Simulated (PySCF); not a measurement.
Gas-phase reaction: 2 H3SiGeH3 + C = 2 GeH4 + Si + H2CSiH2

Energies from PySCF, thermal terms from the rigid-rotor harmonic-oscillator model, ideal gas at 1 bar. † marks an energy on the PBE0/def2-TZVP geometry and frequencies; other levels use their own. MP2 freezes the core. 6-31G* has spherical d functions here. Open shells (unrestricted): C (multiplicity 3), Si (multiplicity 3); the rest are closed-shell singlets. Spin-orbit splitting is ignored; it lowers the true energy and changes the entropy of C, Si. B3LYP is the form with VWN-RPA correlation. Ge: all electrons, no relativistic terms. H2CSiH2: computed as isolated molecules; such fragments, hydroxides, amides, oligomers or adducts are transient or little studied in the gas. MP2 isn't extrapolated to the basis-set limit.

```json
[
 {"level": "B3LYP/6-31G*", "ΔH°(298 K), kJ": "___"},
 {"level": "BLYP/def2-TZVP†", "ΔH°(298 K), kJ": "-164"},
 {"level": "MP2/def2-SVP†", "ΔH°(298 K), kJ": "-158"},
 {"level": "MP2/def2-TZVPP†", "ΔH°(298 K), kJ": "-140"},
 {"level": "PBE0/def2-SVP†", "ΔH°(298 K), kJ": "-142"},
 {"level": "PBE0/def2-TZVP", "ΔH°(298 K), kJ": "___"},
 {"level": "r2SCAN/def2-TZVP†", "ΔH°(298 K), kJ": "-120"},
 {"level": "LDA/def2-TZVP†", "ΔH°(298 K), kJ": "___"},
 {"level": "ωB97M-V/def2-TZVP†", "ΔH°(298 K), kJ": "___"}
]
```

Problem. Complete the blanks.

Solution. 
- B3LYP/6-31G*, ΔH°(298 K), kJ: -138
- PBE0/def2-TZVP, ΔH°(298 K), kJ: -132
- LDA/def2-TZVP†, ΔH°(298 K), kJ: -176
- ωB97M-V/def2-TZVP†, ΔH°(298 K), kJ: -123
